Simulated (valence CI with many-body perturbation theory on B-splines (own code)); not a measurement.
## Rb VII: electric-dipole lines

Computed by relativistic CI+MBPT: three valence electrons over a frozen Dirac-Fock core [Ar] 3d10, radial functions for each j: 11 s, 11 p, 9 d, 7 f, 5 g, 2 h, 1 i, with the one-electron correlation potential Σ1 (screened to all orders), the two-electron term Σ2, the three-electron term Σ3, Breit, model QED; selected single and double excitations, second order for the rest, scaled by the run's own slope (own B-spline code, finite nucleus).

Set against measurement, 19 paired levels are off by 89 cm⁻¹ on average, the worst by 214. These come from a selection out of Sansonetti, J. Phys. Chem. Ref. Data 35, 301 (2006). Levels without a partner in it may be off by more.

Lines 51 to 100 of 274 in falling wavelength, among levels below 554170 cm⁻¹, chosen from the strongest by gf and those to the six lowest levels. Wavelengths and rates use the calculated energies, so an error of 90 cm⁻¹ moves a line at 66.61 nm by 0.06 % and its rate by three times that or more. Electric multipoles are in the length gauge, E1 and E2 with the static RPA response of the core. Weak lines are less certain than strong ones. Lines between different terms over intervals too small for the method are left out, as are lines whose strength nearly cancels. Where a level lies close to another of its J and parity, the split of strength between their lines is uncertain. The highest levels of a list are the least certain.

Names give the largest LS component (configuration and term), which can be under half, so a name can repeat, a term be missing and a line seem to break the LS rules; names also repeat where a configuration has a term twice. Letters in brackets count levels of one name in rising energy.

| λ vac (nm) | λ from measured levels | Upper | Lower | A (s⁻¹) | S (a.u.) |
| --- | --- | --- | --- | --- | --- |
| 70.79 |  | 4s.4p.5p 2P_3/2 | 4s.4p.4d 2D°_5/2 [a] | 6.83e+08 | 4.78e-01 |
| 70.69 |  | 4s.4p.5p 2D_3/2 | 4s.4p.4d 2F°_5/2 [a] | 2.01e+09 | 1.40e+00 |
| 70.43 |  | 4s.4p.5p 2P_1/2 | 4s.4p.4d 2D°_3/2 [a] | 1.52e+09 | 5.24e-01 |
| 69.66 |  | 4s2.5p 2P°_1/2 | 4s2.4d 2D_3/2 | 3.57e+09 | 1.19e+00 |
| 69.24 |  | 4s.4p.5p 4S_3/2 | 4s.4p.4d 2F°_5/2 [a] | 6.08e+08 | 3.98e-01 |
| 68.69 |  | 4s2.5p 2P°_3/2 | 4s2.4d 2D_5/2 | 3.17e+09 | 2.03e+00 |
| 68.52 |  | 4p2.4d 4D_3/2 | 4s.4p.4d 2D°_5/2 [a] | 1.03e+09 | 6.52e-01 |
| 66.61 | 66.56 | 4s.4p2 2D_3/2 | 4s2.4p 2P°_3/2 | 3.31e+07 | 1.93e-02 |
| 66.42 |  | 4p2.4d 4D_3/2 | 4s.4p.4d 4D°_5/2 | 6.68e+08 | 3.86e-01 |
| 66.30 | 66.31 | 4p3 2D°_3/2 | 4s.4p2 2D_3/2 | 9.00e+08 | 5.18e-01 |
| 66.26 |  | 4p2.4d 2P_3/2 | 4s.4p.4d 2D°_5/2 [a] | 1.57e+09 | 9.02e-01 |
| 65.95 | 65.91 | 4s.4p2 2D_5/2 | 4s2.4p 2P°_3/2 | 1.17e+09 | 9.96e-01 |
| 65.92 |  | 4s.4p.5p 4P_3/2 | 4s.4p.4d 4P°_3/2 | 7.42e+08 | 4.20e-01 |
| 65.48 | 65.44 | 4p3 2D°_5/2 | 4s.4p2 2D_5/2 | 2.02e+09 | 1.68e+00 |
| 65.25 |  | 4s.4p.4d 2F°_7/2 [a] | 4s2.4d 2D_5/2 | 4.63e+08 | 5.08e-01 |
| 65.20 |  | 4s.4p.5p 4P_1/2 | 4s.4p.4d 4D°_1/2 | 1.95e+09 | 5.35e-01 |
| 64.88 | 64.91 | 4p3 4S°_3/2 | 4s.4p2 2D_3/2 | 5.41e+08 | 2.91e-01 |
| 64.85 | 64.80 | 4p3 2D°_5/2 | 4s.4p2 2D_3/2 | 2.27e+08 | 1.83e-01 |
| 64.82 |  | 4s.4p.5p 4P_5/2 [a] | 4s.4p.4d 4P°_3/2 | 5.52e+08 | 4.45e-01 |
| 64.81 |  | 4s.4p.5p 4P_5/2 [a] | 4s.4p.4d 4D°_7/2 | 1.67e+09 | 1.35e+00 |
| 64.79 |  | 4s.4p.5p 2P_3/2 | 4s.4p.4d 4P°_5/2 | 1.93e+09 | 1.04e+00 |
| 64.78 | 64.72 | 4p3 2P°_3/2 | 4s.4p2 2S_1/2 | 9.04e+08 | 4.85e-01 |
| 64.74 |  | 4s.4p.5p 4P_1/2 | 4s.4p.4d 4D°_3/2 | 2.25e+09 | 6.03e-01 |
| 64.32 |  | 4s.4p.5p 4P_5/2 [b] | 4s.4p.4d 4D°_5/2 | 1.86e+09 | 1.46e+00 |
| 63.86 |  | 4s.4p.5p 2D_3/2 | 4s.4p.4d 4P°_3/2 | 7.65e+08 | 3.94e-01 |
| 63.22 |  | 4p2.4d 2P_1/2 | 4s.4p.4d 2D°_3/2 [a] | 1.95e+09 | 4.87e-01 |
| 62.76 |  | 4p2.4d 4D_7/2 | 4s.4p.4d 4D°_7/2 | 8.03e+08 | 7.84e-01 |
| 62.68 |  | 4s.4p.5p 4S_3/2 | 4s.4p.4d 4P°_3/2 | 1.00e+09 | 4.87e-01 |
| 62.51 |  | 4s.4p.5p 4P_3/2 | 4s.4p.4d 4P°_5/2 | 1.20e+09 | 5.80e-01 |
| 62.48 |  | 4s.4p.5p 4S_3/2 | 4s.4p.4d 4P°_1/2 | 9.62e+08 | 4.63e-01 |
| 62.27 | 62.23 | 4s.4p2 2D_3/2 | 4s2.4p 2P°_1/2 | 1.54e+09 | 7.33e-01 |
| 61.06 |  | 4p2.4d 4F_7/2 | 4s.4p.4d 4F°_9/2 | 7.32e+08 | 6.58e-01 |
| 60.43 |  | 4p2.4d 4F_5/2 | 4s.4p.4d 4F°_7/2 | 8.03e+08 | 5.25e-01 |
| 59.91 |  | 4p2.4d 4F_9/2 | 4s.4p.4d 4F°_9/2 | 2.44e+09 | 2.59e+00 |
| 59.68 |  | 4p2.4d 4D_7/2 | 4s.4p.4d 4P°_5/2 | 5.37e+08 | 4.50e-01 |
| 59.32 |  | 4p2.4d 4F_7/2 | 4s.4p.4d 4F°_7/2 | 1.69e+09 | 1.39e+00 |
| 59.26 |  | 4p2.4d 4F_3/2 | 4s.4p.4d 4F°_3/2 | 2.41e+09 | 9.90e-01 |
| 59.24 |  | 4p2.4d 4F_5/2 | 4s.4p.4d 4F°_5/2 | 1.83e+09 | 1.12e+00 |
| 59.10 |  | 4s.4p.5p 4D_1/2 | 4s.4p.4d 4F°_3/2 | 2.71e+09 | 5.52e-01 |
| 58.86 |  | 4s.4p.5p 4D_3/2 | 4s.4p.4d 4F°_5/2 | 2.66e+09 | 1.07e+00 |
| 58.39 |  | 4s.4p.5p 4D_5/2 | 4s.4p.4d 4F°_7/2 | 2.49e+09 | 1.47e+00 |
| 57.96 |  | 4s.4p.5p 4D_7/2 | 4s.4p.4d 4F°_9/2 | 1.23e+09 | 9.48e-01 |
| 55.92 |  | 4p2.4d 4D_3/2 | 4s.4p.4d 4F°_5/2 | 1.80e+09 | 6.23e-01 |
| 55.86 |  | 4s.4p.5p 4P_5/2 [a] | 4s.4p.4d 4F°_7/2 | 2.53e+09 | 1.30e+00 |
| 55.79 |  | 4p2.4d 4D_7/2 | 4s.4p.4d 4F°_9/2 | 8.14e+09 | 5.58e+00 |
| 55.73 | 55.74 | 4p3 2D°_3/2 | 4s.4p2 4P_5/2 | 3.09e+09 | 1.06e+00 |
| 55.63 |  | 4s.4p.5p 4P_3/2 | 4s.4p.4d 4F°_5/2 | 1.96e+09 | 6.65e-01 |
| 55.48 | 55.48 | 4s.4p2 2S_1/2 | 4s2.4p 2P°_3/2 | 2.90e+08 | 4.89e-02 |
| 55.44 |  | 4s.4p.5p 4P_5/2 [b] | 4s.4p.4d 4F°_7/2 | 4.40e+09 | 2.22e+00 |
| 55.02 | 55.01 | 4p3 2P°_1/2 | 4s.4p2 2D_3/2 | 6.02e+09 | 9.90e-01 |
